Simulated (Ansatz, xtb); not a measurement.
Barrier from R1 to the saddle point P1, each structure at its B3LYP-D3(BJ)/def2-TZVP stationary point, reached from a drawn start; harmonic modes at that level show the others as minima.
R1, CH6Si (SMILES C[SiH3]) (charge 0, multiplicity 1, Z-matrix in Å and degrees):
```
Si
H 1 1.4834
H 1 1.4834 2 108.30
H 1 1.4834 2 108.30 3 -117.24
C 1 1.8761 2 110.62 4 -121.38
H 5 1.0915 1 110.88 2 60.00
H 5 1.0915 6 108.03 1 -121.69
H 5 1.0915 6 108.03 7 -116.63
```
P1, CH6Si, a first-order saddle point (one imaginary mode, 200i cm⁻¹) (charge 0, multiplicity 1):
```xyz
8

Si     0.000     0.000     0.891
H      1.385     0.000     1.423
H     -0.692     1.199     1.423
H     -0.692    -1.199     1.423
C      0.000     0.000    -0.996
H      1.018     0.000    -1.388
H     -0.509     0.881    -1.388
H     -0.509    -0.881    -1.388
```

P less R. No zero-point or thermal terms. No path was followed down from the saddle.

Cores are frozen in the correlated methods. CBS(a, b) extrapolates the correlation energy as X⁻³ and adds the Hartree–Fock energy of set b.

Run with Ansatz (an electronic-structure program); xtb for the GFN methods. Each number belongs to the level named beside it.

### Question
What is the computed barrier height (GFN1-xTB)?

### Answer
1.1 kcal/mol

### Question
Predict the barrier height from CCSD(T)/CBS(cc-pV(T+d)Z, cc-pV(Q+d)Z).

### Answer
1.5 kcal/mol

### Question
What barrier height does r2SCAN/def2-TZVPP give?

### Answer
1.6 kcal/mol
